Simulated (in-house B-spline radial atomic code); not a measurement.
## HSE06 excitations of the nitrogen ion N³⁺

Method: HSE06. Computed with a B-spline radial code for spherical atoms: linear response of the closed shell [He] 2s2 with the functional's adiabatic kernel; scalar-relativistic (spin-free one-electron X2C), finite nucleus, no spin-orbit coupling, no double excitations, S, P, D and F terms only.

Command:
```bash
python run_td.py task.json out
```
Settings (radii: box in bohr, nucleus in fm):
```
Z                        7
electrons                4
configuration            [He] 2s2
hamiltonian              x2c
method                   hse06
box_radius               23.08
rms_radius               2.5582
intervals                74
```

Time taken, with all properties: 0.2 s on 1 thread of Intel(R) Xeon(R) 6975P-C (Granite Rapids) (shared host).

The lowest states, in the order of their Tamm-Dancoff energies; the method's threshold (minus the highest occupied level) is 69.76 eV. Labels give the largest channel, * marks a mixed state, and oscillator strengths are full-response dipole values. Semilocal kernels can invert the small singlet-triplet splittings of Rydberg terms. Energies in eV:

```csv
state,full response,Tamm-Dancoff,oscillator strength
2s → 2p 3P,?,?,-
2s → 2p 1P,15.104,15.906,0.598
2s → 3s 3S,45.13,45.14,-
2s → 3s 1S,?,?,-
2s → 3p 3P,48.12,48.14,-
2s → 3p 1P,48.59,48.60,0.317
2s → 3d 3D,49.75,49.78,-
2s → 3d 1D,50.72,50.72,-
2s → 4s 3S,58.29,58.29,-
2s → 4s 1S,58.69,58.69,-
2s → 4p 3P,59.36,59.37,-
2s → 4p 1P,59.48,59.48,0.087
2s → 4d 3D,60.05,60.06,-
2s → 4d 1D,60.35,60.35,-
2s → 4f 3F,60.82,60.82,-
2s → 4f 1F,60.84,60.84,-
```

Question: Where does 2s → 3s 1S lie?

Answer: At 46.65 eV in full response, 46.67 eV in Tamm-Dancoff.

Question: Where does 2s → 2p 3P lie?

Answer: At 6.131 eV in full response, 7.239 eV in Tamm-Dancoff.

Question: How large is the singlet-triplet splitting of 2s → 2p (P terms) in Tamm-Dancoff?

Answer: 8.67 eV, from the unrounded values.

Question: What polarisabilities and dispersion coefficient does the method give?

Answer: Dipole 2.126 bohr³, quadrupole 1.454 bohr⁵, C6 2.11 hartree·bohr⁶ for two such species.
